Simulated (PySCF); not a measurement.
Compound: C7H11 (doublet state).
Geometry (GFN2-xTB, Å), atoms numbered from 1 in this order:
```
atom  x, y, z in Å
C1    -0.6741    0.5854    1.4121
C2    -0.8095    0.0053    0.0542
C3    -1.3152   -1.4422    0.0991
C4    -1.7087    0.8632   -0.8446
C5     0.5606    0.0230   -0.4723
C6     1.7046    0.0684   -0.8339
C7     3.0718    0.1066   -1.3084
H8    -0.6475    1.6506    1.5392
H9    -0.3576   -0.0336    2.2295
H10   -1.3390   -1.8665   -0.9025
H11   -2.3193   -1.4705    0.5171
H12   -0.6613   -2.0533    0.7172
H13   -1.7315    0.4572   -1.8536
H14   -1.3359    1.8838   -0.8917
H15   -2.7215    0.8793   -0.4476
H16    3.4417   -0.9065   -1.4658
H17    3.1272    0.6526   -2.2502
H18    3.7067    0.6035   -0.5742
```

The hyperfine couplings belong to this conformer and change with its torsions.

As a line formula: `[CH2]C(C)(C)C#CC` [radical].

Theory: UKS B3LYP, pcH-1 on C H, non-relativistic, mean-field spin-orbit, GIAO in PySCF. One conformer (not necessarily the lowest) at the GFN2-xTB geometry, without solvent, vibrations or thermal averaging. Couplings are sensitive to structure, and on GFN2-xTB geometries they can be far from those on DFT ones. Stability of the SCF solution: not tested.

(1) Give the principal g shifts and their parts.

(2) What are the electron Larmor frequencies g μB B/h along the three axes at 340 mT?

(3) How much does each term add to the isotropic shift?

(4) In a frozen sample, at which fields do the three g values resonate at 9.5, 34, 94 and 263 GHz (hyperfine left aside), and which band first spreads them over more than twice a line width of 0.5 mT?

Answers

(1) 
```json
{"Δg (ppm)": "relativistic mass correction", "1": "-146", "2": "-146", "3": "-146"}
{"Δg (ppm)": "gauge correction", "1": "12", "2": "35", "3": "12"}
{"Δg (ppm)": "orbital Zeeman/spin–orbit", "1": "-6", "2": "470", "3": "518"}
{"Δg (ppm)": "total", "1": "-141", "2": "359", "3": "384"}
```

So g = 2.00218, 2.00268, 2.00270 and g_iso = 2.00252; the tensor is close to axial: the two nearest values differ by 5 % of g3 − g1. 

(2) 9.5278, 9.5302, 9.5303 GHz for g1, g2 and g3, a range of 2.5 MHz.

(3) The orbital-Zeeman/spin–orbit term 327, the mass correction -146 and the gauge correction 20 ppm, for a total of 200 ppm. The orbital-Zeeman/spin–orbit term is the largest in size. The mass correction is the same along every axis, so the anisotropy comes from the other two: their spans along these axes are 24 (gauge) and 524 ppm (orbital Zeeman/spin–orbit).

(4) 
```json
{"band": "X", "GHz": "9.5", "B(g3) mT": "338.92", "B(g2) mT": "338.92", "B(g1) mT": "339.01", "spread mT": "0.09"}
{"band": "Q", "GHz": "34.0", "B(g3) mT": "1212.97", "B(g2) mT": "1212.99", "B(g1) mT": "1213.29", "spread mT": "0.32"}
{"band": "W", "GHz": "94.0", "B(g3) mT": "3353.51", "B(g2) mT": "3353.55", "B(g1) mT": "3354.39", "spread mT": "0.88"}
{"band": "J", "GHz": "263.0", "B(g3) mT": "9382.70", "B(g2) mT": "9382.81", "B(g1) mT": "9385.16", "spread mT": "2.46"}
```

The spread grows in proportion to the frequency. J band is the first where it exceeds 1.0 mT.

The Mulliken spin populations are largest on C1 (+1.06), C6 (+0.08) and C2 (-0.06). No atom but C1 exceeds +0.15. The angles at C1 add up to 358.2°, so it is nearly planar; its axial dipolar tensor and the negative couplings of its protons fit spin in a p orbital normal to that plane.

The HOMO–LUMO gaps are 6.73 eV among the α and 5.31 eV among the β orbitals.
